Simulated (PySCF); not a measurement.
## State search for KSb⁺

Unrestricted PBE0; K def2-SVPD, Sb def2-SVPD with ECP28; scalar-relativistic core potentials (PySCF 2.14). Outer shells of the fragments: K+ closed shells only; Sb 4d10 5s2 5p3.

Followed along the bond (rough minima from three points):

| 2Ms+1 | unpaired | ⟨S²⟩ at the start | R at minimum (Å) | Te (eV) |
| --- | --- | --- | --- | --- |
| 4 | σ ↑, π ↑↑ | 3.75 | 3.84 | 0.00 |
| 2 | σ ↓, π ↑↑ | 1.76 | 3.92 | 0.64 |
| 2 | σ ↑, π ↑↓ | 1.76 | 3.88 | 0.66 |
| 2 | π ↑ | 0.75 | 3.71 | 1.19 |

Solutions found at the starting distance of 3.410 Å, counted from the lowest of them; the search is not exhaustive and high or unbound solutions are not listed, so other states can lie among these:

| 2Ms+1 | unpaired | term | E (eV) | ⟨S²⟩ | ⟨Lz²⟩ | μ (D) |
| --- | --- | --- | --- | --- | --- | --- |
| 4 | σ ↑, π ↑↑ | ⁴Σ⁻ | 0.00 | 3.75 | 0.00 | -10.06 |
| 2 | σ ↓, π ↑↑ | mixed | 0.66 | 1.76 | 0.00 | -10.01 |
| 2 | σ ↑, π ↑↓ | mixed | 0.66 | 1.76 | 2.01 | -10.01 |
| 2 | π ↑ | ²Π | 1.18 | 0.75 | 1.00 | -9.42 |
| 2 | σ ↑ | mixed | 1.65 | 0.75 | 2.00 | -9.91 |
| 2 | π ↑ | ²Π | 2.07 | 0.75 | 1.01 | -10.25 |
| 4 | σ ↑↑, π ↑ | ⁴Π | 5.42 | 3.75 | 1.01 | 0.02 |
| 4 | σ ↑, π ↑↑ | mixed | 6.53 | 3.75 | 2.01 | -2.05 |
| 4 | π ↑↑↑ | ⁴Π | 6.80 | 3.75 | 1.00 | -2.11 |
| 4 | π ↑↑, δ ↑ | ⁴Δ | 8.13 | 3.75 | 4.00 | -8.90 |

A term symbol is given only where ⟨S²⟩ and ⟨Lz²⟩ are close to those of a pure state; real π, δ and φ orbitals otherwise mix terms. A positive dipole points towards Sb; it is taken about the centre of mass and depends on that origin.

Spin–orbit coupling is left out.
